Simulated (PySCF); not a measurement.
Correlation energy of B⁺ (boron, charge +1)

[He] 2s1 3s1, high-spin 3S determinant (an excited configuration). All numbers are calculated (PySCF 2.14, the non-relativistic Hamiltonian (point nucleus), in dyall-av3z (15s9p3d2f, 71 functions)). Frozen: 1s2; 2 electrons correlated; the 13 highest virtual orbitals of each spin left out.

With two correlated electrons CCSD is exact within the correlated space (frozen core and kept virtual orbitals).

```tsv
level	correlation energy (mhartree)
CCSD	-8.49
```

Diagnostics: T1 = 0.012, D1 = 0.0247, largest double amplitude 0.076.

Task: Is a single reference adequate?

Result: Mostly. T1 lies below 0.03, but a double amplitude of this size points to a near-degeneracy that CCSD handles and MP2 describes poorly.
